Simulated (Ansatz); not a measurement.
`[BH2][GeH2][CH]=O` + H₂ → `O=[CH][GeH3]` + BH₃ at 700 K and 1 bar (hydrogenolysis of a Ge–B bond).

Computed with Ansatz on PBE0-D4/def2-TZVP structures; ΔE is electronic, products minus reactants. CBS: MP2 limit from def2 TZ/QZ plus the TZ coupled-cluster correction, frozen cores. This one scheme is used for every species. For Ge outer-core shells are correlated without core-valence functions, which leaves a few kJ/mol of doubt a bond. Scalar relativity is left out up to krypton. One conformer a species, not always the lowest.

```json
{"species": "`[BH2][GeH2][CH]=O`", "CCSD(T)/CBS energy (Eh)": "-2217.06538", "H − E (kJ/mol)": "211.9", "S (J/(mol·K))": "453.9"}
{"species": "H₂", "CCSD(T)/CBS energy (Eh)": "-1.17544", "H − E (kJ/mol)": "46.8", "S (J/(mol·K))": "155.3"}
{"species": "`O=[CH][GeH3]`", "CCSD(T)/CBS energy (Eh)": "-2191.69659", "H − E (kJ/mol)": "160.7", "S (J/(mol·K))": "381.7"}
{"species": "BH₃", "CCSD(T)/CBS energy (Eh)": "-26.55200", "H − E (kJ/mol)": "96.5", "S (J/(mol·K))": "225.0"}
```

H − E and S are ideal-gas, rigid-rotor, harmonic terms from PBE0-D4/def2-TZVP, for one conformer and one mirror image of each species. The MP2-based limit puts H₂ 0.8 mEh under its directly extrapolated value; such offsets cancel only in part. 1 Eh = 2625.50 kJ/mol, R = 8.31446 J/(mol·K).

Q: By hand: ΔE, ΔH, ΔS and ΔG.

A: ΔE = (-2191.69659) + (-26.55200) − (-2217.06538) − (-1.17544) = -0.00777 Eh = -20.4 kJ/mol. Δ(H − E) = 160.7 + 96.5 − 211.9 − 46.8 = -1.5, so ΔH = -21.9 kJ/mol. ΔS = 381.7 + 225.0 − 453.9 − 155.3 = -2.5 J/(mol·K). ΔG = -21.9 − 700 × (-2.5)/1000 = -20.1 kJ/mol.

Q: By hand: the equilibrium constant, and the temperature at which ΔG would vanish if ΔH and ΔS stayed fixed.

A: log₁₀ K = −ΔG/(RT ln 10) = 1.5. ΔG = 0 at ΔH/ΔS = 8760 K, far beyond where these terms or the molecules hold.

The number of gas molecules stays the same, so ΔS is small and ΔH decides. A doubt of 5 kJ/mol in ΔE shifts log₁₀ K by 0.4 here. Other conformers and mirror images would add mixing entropy, several J/(mol·K) or more a flexible species. Modes under 60 cm⁻¹, often nearly free rotors, make the harmonic entropy too high. These are equilibria of isolated gas molecules and say nothing of rates. Largest T1 diagnostic: 0.016 (customary marks: 0.02 for closed shells, 0.045 for open ones).
